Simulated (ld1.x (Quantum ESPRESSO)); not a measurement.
**An all-electron radial function and its pseudo partner (antimony (Sb))**

Columns: radius, all-electron u(r) and pseudo u(r) of the 4d shell (level -42.01 eV) of antimony in the configuration [Ar] 3d10 4s2 4p6 4d10 5s2 5p2; PBE, scalar-relativistic, PAW scheme, ld1.x (Quantum ESPRESSO) 7.5.

```
r (bohr)  all-electron   pseudo
   0.090        0.2775  -0.0029
   0.180        0.5659  -0.0226
   0.270        0.4378  -0.0720
   0.360        0.0720  -0.1573
   0.450       -0.3278  -0.2766
   0.540       -0.6578  -0.4201
   0.630       -0.8866  -0.5718
   0.720       -1.0180  -0.7138
   0.810       -1.0711  -0.8287
   0.900       -1.0677  -0.9043
   0.990       -1.0269  -0.9349
   1.080       -0.9636  -0.9226
   1.170       -0.8885  -0.8759
   1.260       -0.8086  -0.8072
   1.350       -0.7289  -0.7294
   1.440       -0.6522  -0.6523
   1.530       -0.5803  -0.5803
   1.620       -0.5140  -0.5140
   1.710       -0.4537  -0.4537
   1.800       -0.3994  -0.3994
   1.890       -0.3507  -0.3507
   1.980       -0.3073  -0.3073
   2.070       -0.2689  -0.2689
   2.160       -0.2349  -0.2349
   2.250       -0.2050  -0.2050
   2.340       -0.1787  -0.1787
```

(1) How many radial nodes do the two functions have?

(2) At about which radius was the pseudo-wave matched?

(3) Is the pseudo-wave norm-conserving?

## Answers

(1) The all-electron 4d function has n − l − 1 = 1; the pseudo-wave has 0, since the states of the same l below it are removed with the core.

(2) 1.50 bohr, where the columns begin to agree (steps of 0.09 bohr).

(3) No, it belongs to a PAW set: the norm inside the radius is not constrained, and the difference is carried by the augmentation charge.
